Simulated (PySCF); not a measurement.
GaH2Br, SMILES [GaH2][Br].

Geometry: B3LYP-D3(BJ)/def2-TZVP.

Calculation: HF/def2-TZVPD in PySCF.

Symmetry labels are those of the subgroup C2v that the program uses (full group C2v).

Computed valence orbital energies around the gap with their symmetry:
```csv
orbital,symmetry,energy (eV)
HOMO−7,A1,-33.53
HOMO−6,B2,-33.52
HOMO−5,A1,-26.83
HOMO−4,A1,-16.51
HOMO−3,B2,-12.87
HOMO−2,A1,-12.23
HOMO−1,B1,-11.39
HOMO,B2,-10.95
LUMO,B1,0.70
LUMO+1,A1,1.36
LUMO+2,A1,1.80
LUMO+3,B2,2.02
```
